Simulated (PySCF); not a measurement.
# Dipole response of P²⁺ (phosphorus, charge +2)

[Ne] 3s2 3p1, 2P determinant. All numbers are calculated (PySCF 2.14, no relativity, point nucleus, in dyall-acv3z). Coupled (time-dependent) response in atomic units; α is the mean over directions.

```json
{"method": "UHF", "mean α (bohr³)": "9.590", "α xx, yy, zz": "9.836, 9.099, 9.836", "C₆ (like pair)": "35.24", "S(−4)": "40.72"}
{"method": "PBE", "mean α (bohr³)": "9.212", "α xx, yy, zz": "9.380, 8.876, 9.380", "C₆ (like pair)": "33.22", "S(−4)": "36.56"}
{"method": "PBE0", "mean α (bohr³)": "9.285", "α xx, yy, zz": "9.485, 8.884, 9.485", "C₆ (like pair)": "33.61", "S(−4)": "37.22"}
{"method": "TPSS", "mean α (bohr³)": "9.377", "α xx, yy, zz": "9.581, 8.970, 9.581", "C₆ (like pair)": "34.40", "S(−4)": "37.70"}
```

S(−4) is the Cauchy moment in α(ω) = α(0) + S(−4) ω² + …

α(iu) at TPSS:

| u (hartree) | α(iu) (bohr³) |
| --- | --- |
| 0 | 9.377 |
| 0.0500 | 9.284 |
| 0.100 | 9.017 |
| 0.200 | 8.098 |
| 0.300 | 6.943 |
| 0.500 | 4.816 |
| 0.750 | 3.065 |
| 1.00 | 2.069 |
| 1.50 | 1.120 |
| 2.00 | 0.7153 |
| 3.00 | 0.3865 |
| 5.00 | 0.1865 |

A single London oscillator, α(iu) = α/(1 + u²/ω²), gives C₆ = (3/4) ω α². Matching the computed C₆ needs ω = 4 × 34.40 / (3 × 9.377²) = 0.522 hartree.

For an ion, C₆ is the dispersion term alone; charge-induced terms of lower order in 1/R come first.

The components differ because the open shell of this determinant is not spherical; for a pure term their mean is the scalar polarisability.
